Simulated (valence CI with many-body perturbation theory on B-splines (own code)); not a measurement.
Level structure of Lu LVIII

Calculated by relativistic CI+MBPT: four valence electrons over a frozen Dirac-Fock core [Ne], a basis of 11 s, 11 p, 9 d, 7 f, 5 g, 2 h, 1 i functions for each j, with the one-electron correlation potential Σ1, the two-electron term Σ2, the three-electron term Σ3, Breit, model QED; selected CI, second order for the rest (own B-spline code, finite nucleus).

No measured spectrum was set against this ion. As an estimate, large intervals hold to a few tenths of a per cent, small ones and those within an open d or f shell to about a per cent.

Levels 1 to 45 of 66, with energies above the lowest level, (3s^2 3p1/2^2) J=0. "Leading %" is the weight of the configuration and term that name the level; weights of strongly mixed levels are sums over their largest components and can fall short. In the jj column 3d3/2^4 stands for four electrons in 3d with j = 3/2. Lifetimes count E1, E2, E3, M1 and M2 decay at the calculated energies, and are blank where another channel may lead or the interval is too uncertain; long ones can be off by a factor of two.

```tsv
No.	Configuration	Term	J	E (× 10³ cm⁻¹)	Leading %	g	Lifetime	Leading jj
1	3s2 3p2	3P	0	0.00	69			3s^2 3p1/2^2 (99 %)
2	3s2 3p2	3P	1	2291.0	99	1.490	6.83 ns	3s^2 3p1/2 3p3/2 (99 %)
3	3s2 3p2	1D	2	2362.9	64	1.165	481 ns	3s^2 3p1/2 3p3/2 (99 %)
4	3s 3p3	3P°	2	3562.4	46	1.531	42.5 ps	3s 3p1/2^2 3p3/2 (96 %)
5	3s 3p3	3D°	1	3777.4	29	1.041	1.69 ps	3s 3p1/2^2 3p3/2 (82 %)
6	3s2 3p 3d	3F°	2	3976.5	74	0.754	114 ps	3s^2 3p1/2 3d3/2 (99 %)
7	3s2 3p 3d	3D°	1	4306.1	44	0.878	299 fs	3s^2 3p1/2 3d3/2 (83 %)
8	3s2 3p 3d	3P°	2	4662.7	45	1.289	3.66 ps	3s^2 3p1/2 3d5/2 (96 %)
9	3s2 3p 3d	3F°	3	4670.3	52	1.107	5.78 ps	3s^2 3p1/2 3d5/2 (98 %)
10	3s2 3p2	3P	2	4707.7	63	1.311	2.37 ns	3s^2 3p3/2^2 (98 %)
11	3s2 3p2	1S	0	4864.2	68		2.14 ns	3s^2 3p3/2^2 (98 %)
12	3s 3p2 3d	3D	1	5279.2	43	0.434	20.2 ps	3s 3p1/2^2 3d3/2 (98 %)
13	3s 3p2 3d	3D	2	5334.5	29	1.133	20.7 ps	3s 3p1/2^2 3d3/2 (97 %)
14	3s 3p3	3D°	2	5795.0	50	1.523	2.40 ps	3s 3p1/2 3p3/2^2 (95 %)
15	3s 3p2 3d	3D	3	5927.8	34	1.348	4.89 ps	3s 3p1/2^2 3d5/2 (98 %)
16	3s 3p3	3D°	3	5933.0	93	1.311	3.63 ps	3s 3p1/2 3p3/2^2 (93 %)
17	3s 3p3	3P°	0	6023.7	87		2.01 ps	3s 3p1/2 3p3/2^2 (87 %)
18	3s 3p2 3d	3F	2	6034.5	28	1.023	4.39 ps	3s 3p1/2^2 3d5/2 (96 %)
19	3s 3p3	3P°	1	6134.8	35	1.270	1.17 ps	3s 3p1/2 3p3/2^2 (83 %)
20	3s 3p3	1D°	2	6137.9	56	1.082	935 fs	3s 3p1/2 3p3/2^2 (72 %)
21	3s 3p3	3S°	1	6222.8	32	1.346	422 fs	3s 3p1/2 3p3/2^2 (96 %)
22	3s2 3p 3d	3F°	3	6553.0	44	1.088	599 fs	3s^2 3p3/2 3d3/2 (94 %)
23	3s2 3p 3d	3D°	2	6579.1	40	1.059	287 fs	3s^2 3p3/2 3d3/2 (72 %)
24	3s2 3p 3d	3P°	1	6585.3	47	1.119	361 fs	3s^2 3p3/2 3d3/2 (84 %)
25	3s2 3p 3d	3P°	0	6594.7	86		424 fs	3s^2 3p3/2 3d3/2 (86 %)
26	3s2 3p 3d	3F°	4	6907.1	99	1.239	4.70 ns	3s^2 3p3/2 3d5/2 (99 %)
27	3s2 3p 3d	3P°	2	6978.1	44	1.235	6.63 ps	3s^2 3p3/2 3d5/2 (96 %)
28	3s2 3p 3d	3D°	3	7161.6	59	1.195	1.83 ps	3s^2 3p3/2 3d5/2 (94 %)
29	3s2 3p 3d	1P°	1	7237.2	63	1.074	2.60 ps	3s^2 3p3/2 3d5/2 (96 %)
30	3p4	3P	2	7345.9	24	1.181	2.91 ps	3s 3p1/2 3p3/2 3d3/2 (61 %)
31	3s 3p2 3d	5D	0	7405.5	73		14.8 ps	3s 3p1/2 3p3/2 3d3/2 (92 %)
32	3s 3p2 3d	5D	1	7427.2	52	1.142	18.5 ps	3s 3p1/2 3p3/2 3d3/2 (99 %)
33	3s 3p2 3d	5F	3	7468.0	44	1.135	17.3 ps	3s 3p1/2 3p3/2 3d3/2 (96 %)
34	3p4	3P	2	7492.2	27	1.176	1.19 ps	3s 3p1/2 3p3/2 3d3/2 (52 %)
35	3p4	1S	0	7576.7	44		936 fs	3p1/2^2 3p3/2^2 (69 %)
36	3s 3p2 3d	3G	4	7596.6	30	1.166	44.7 ps	3s 3p1/2 3p3/2 3d3/2 (94 %)
37	3s 3p2 3d	3F	2	7704.3	58	0.908	1.01 ps	3s 3p1/2 3p3/2 3d3/2 (86 %)
38	3s 3p2 3d	3D	3	7751.4	31	1.291	599 fs	3s 3p1/2 3p3/2 3d3/2 (91 %)
39	3s 3p2 3d	5P	1	7787.2	31	1.728	536 fs	3s 3p1/2 3p3/2 3d3/2 (97 %)
40	3s 3p2 3d	3D	2	7798.1	25	1.393	411 fs	3s 3p1/2 3p3/2 3d3/2 (85 %)
41	3s 3p2 3d	3G	3	7825.9	46	0.933	594 fs	3s 3p1/2 3p3/2 3d3/2 (97 %)
42	3s 3p2 3d	3D	1	7838.7	43	0.805	470 fs	3s 3p1/2 3p3/2 3d3/2 (95 %)
43	3s 3p2 3d	5D	4	7942.7	47	1.384	149 ps	3s 3p1/2 3p3/2 3d5/2 (99 %)
44	3s 3p2 3d	3D	1	8015.9	50	0.942	299 fs	3s 3p1/2 3p3/2 3d3/2 (88 %)
45	3s 3p2 3d	3F	2	8043.8	30	0.964	309 fs	3s 3p1/2 3p3/2 3d3/2 (75 %)
```

The ionisation energy to 3s2 3p 2P°_1/2 of the next ion comes out as 5939.2 eV (NIST: 5937 ± 6 eV (theoretical)). All 66 levels together are meant to be complete up to 8875.0 × 10³ cm⁻¹.
